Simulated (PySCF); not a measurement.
# The 11-electron isoelectronic series, spin-free X2C

All values are computed (PySCF 2.14, energy differences of UHF-based or UKS calculations, no spin-orbit coupling). Each ion has its own even-tempered basis scaled to its charge (18s12p4d4f for the first); frozen: 1s2. Ionisation energies in eV, correlation energies of the ion in mhartree.

```json
{"ion": "I⁴²⁺", "configuration": "[Ne] 3s1 (2S)", "UHF": "3184.7", "MP2 (outer shells)": "3185.4", "CCSD (outer shells)": "3185.4", "CCSD(T) (outer shells)": "3185.4", "LDA": "3187.6", "PBE": "3190.6", "PBE0": "3189.3", "E_corr MP2": "-334.0", "E_corr CCSD(T)": "-335.5", "NIST (with spin-orbit, Breit and QED)": "3185.5 ± 0.5 (s)"}
{"ion": "Xe⁴³⁺", "configuration": "[Ne] 3s1 (2S)", "UHF": "3333.0", "MP2 (outer shells)": "3333.7", "CCSD (outer shells)": "3333.7", "CCSD(T) (outer shells)": "3333.7", "LDA": "3335.9", "PBE": "3339.1", "PBE0": "3337.7", "E_corr MP2": "-334.9", "E_corr CCSD(T)": "-336.4", "NIST (with spin-orbit, Breit and QED)": "3333.8 ± 0.5 (s)"}
{"ion": "Cs⁴⁴⁺", "configuration": "[Ne] 3s1 (2S)", "UHF": "3485.0", "MP2 (outer shells)": "3485.8", "CCSD (outer shells)": "3485.8", "CCSD(T) (outer shells)": "3485.8", "LDA": "3488.0", "PBE": "3491.2", "PBE0": "3489.8", "E_corr MP2": "-335.8", "E_corr CCSD(T)": "-337.3", "NIST (with spin-orbit, Breit and QED)": "3485 ± 4 (t)"}
{"ion": "Ba⁴⁵⁺", "configuration": "[Ne] 3s1 (2S)", "UHF": "3640.8", "MP2 (outer shells)": "3641.5", "CCSD (outer shells)": "3641.5", "CCSD(T) (outer shells)": "3641.5", "LDA": "3643.8", "PBE": "3647.1", "PBE0": "3645.7", "E_corr MP2": "-336.7", "E_corr CCSD(T)": "-338.1", "NIST (with spin-orbit, Breit and QED)": "3640 ± 4 (t)"}
{"ion": "La⁴⁶⁺", "configuration": "[Ne] 3s1 (2S)", "UHF": "3800.4", "MP2 (outer shells)": "3801.1", "CCSD (outer shells)": "3801.1", "CCSD(T) (outer shells)": "3801.1", "LDA": "3803.4", "PBE": "3806.8", "PBE0": "3805.3", "E_corr MP2": "-337.7", "E_corr CCSD(T)": "-339.0", "NIST (with spin-orbit, Breit and QED)": "3800 ± 4 (t)"}
{"ion": "Ce⁴⁷⁺", "configuration": "[Ne] 3s1 (2S)", "UHF": "3963.8", "MP2 (outer shells)": "3964.5", "CCSD (outer shells)": "3964.5", "CCSD(T) (outer shells)": "3964.5", "LDA": "3966.8", "PBE": "3970.4", "PBE0": "3968.9", "E_corr MP2": "-338.6", "E_corr CCSD(T)": "-339.9", "NIST (with spin-orbit, Breit and QED)": "3963 ± 4 (t)"}
{"ion": "Pr⁴⁸⁺", "configuration": "[Ne] 3s1 (2S)", "UHF": "4131.4", "MP2 (outer shells)": "4132.1", "CCSD (outer shells)": "4132.2", "CCSD(T) (outer shells)": "4132.2", "LDA": "4134.5", "PBE": "4138.2", "PBE0": "4136.6", "E_corr MP2": "-339.6", "E_corr CCSD(T)": "-340.9", "NIST (with spin-orbit, Breit and QED)": "4130 ± 4 (t)"}
{"ion": "Nd⁴⁹⁺", "configuration": "[Ne] 3s1 (2S)", "UHF": "4302.1", "MP2 (outer shells)": "4302.9", "CCSD (outer shells)": "4302.9", "CCSD(T) (outer shells)": "4302.9", "LDA": "4305.2", "PBE": "4309.0", "PBE0": "4307.4", "E_corr MP2": "-340.5", "E_corr CCSD(T)": "-341.8", "NIST (with spin-orbit, Breit and QED)": "4302 ± 4 (t)"}
{"ion": "Pm⁵⁰⁺", "configuration": "[Ne] 3s1 (2S)", "UHF": "4477.6", "MP2 (outer shells)": "4478.3", "CCSD (outer shells)": "4478.3", "CCSD(T) (outer shells)": "4478.3", "LDA": "4480.7", "PBE": "4484.6", "PBE0": "4483.0", "E_corr MP2": "-341.5", "E_corr CCSD(T)": "-342.8", "NIST (with spin-orbit, Breit and QED)": "4476 ± 4 (t)"}
{"ion": "Sm⁵¹⁺", "configuration": "[Ne] 3s1 (2S)", "UHF": "4656.3", "MP2 (outer shells)": "4657.0", "CCSD (outer shells)": "4657.0", "CCSD(T) (outer shells)": "4657.0", "LDA": "4659.4", "PBE": "4663.5", "PBE0": "4661.8", "E_corr MP2": "-342.5", "E_corr CCSD(T)": "-343.7", "NIST (with spin-orbit, Breit and QED)": "4655 ± 4 (t)"}
```

Each ion has its own basis, which adds noise of up to about 0.1 % along the series.

NIST values marked (s) are semi-empirical, (t) theoretical. Open shells are high-spin determinants of the terms that Hund's rules give.
